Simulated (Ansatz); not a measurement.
Input for Ansatz (an electronic-structure program): U-wB97X-V/def2-TZVPP on AlCo, 2S+1 = 3, a spin state set in the input, which need not be the lowest, a point of a bond scan (R = 2.454 Å).

Ansatz 0.2 input:
```yaml
crystal:
  periodic: [false, false, false]
  atoms:
    - {symbol: Co, position_ang: [0.00000000, 0.00000000, 0.00000000]}
    - {symbol: Al, position_ang: [0.00000000, 0.00000000, 2.45419400]}
basis:
  gaussian:
    orbitals: def2-TZVPP
    pivot_positions_ang: [[0.00000000, 0.00000000, 0.00000000], [0.00000000, 0.00000000, 2.45419400]]
hamiltonian:
  xc: {name: wB97X-V}
magnetization: {spin_polarized: true, initial_magnetization: 2}
output: {forces: true, orbitals: {seedname: ./end}}
```

Program output:

```
WARN ansatz: RAYON_NUM_THREADS=2 ignored (pool sized by the plan → 2); use --threads N
Functional definition: wB97X-V
integrals: 0.05 GiB planned
829 factors; their error is unknown
integrals: 0.08 GiB planned
144 factors; integrals over basis functions are off by at most 3.7e-5 eV
mean field: 0.67 GiB planned
mean field evaluation 1: about -44187.8930 eV, gradient 1.0e2 eV
mean field evaluation 2: about -43504.1248 eV, gradient 3.1e2 eV
mean field evaluation 4: about -44028.4394 eV, gradient 2.2e2 eV
mean field evaluation 8: about -44216.8527 eV, gradient 1.8e0 eV
mean field evaluation 16: about -44216.9761 eV, gradient 3.8e-2 eV
mean field evaluation 32: about -44216.9764 eV, gradient 3.4e-5 eV
mean field -44216.97638757 eV, -1624.9439109002 hartree, gradient 3.2e-6 eV, S^2 2.061082; 2 other end points of the search recorded, 0 dependent functions left out
the calculation of the forces begins
reference -44216.97638642 eV, -1624.9439108580 hartree; 21, 19 occupied and 85, 87 virtual orbitals, 829 factors
Total energy: -44216.97638642 eV, -1624.9439108580 hartree
Atom 0 at     0.000000     0.000000     0.000000 Å, force     0.000000     0.000000     0.040191 eV/Å
Atom 1 at     0.000000     0.000000     2.454194 Å, force    -0.000000    -0.000000    -0.040191 eV/Å
Dipole moment:    -0.000000     0.000000    -0.229068 e Å
```

The calculation finished and met its thresholds.

Cost: around 24 core-seconds (rough).
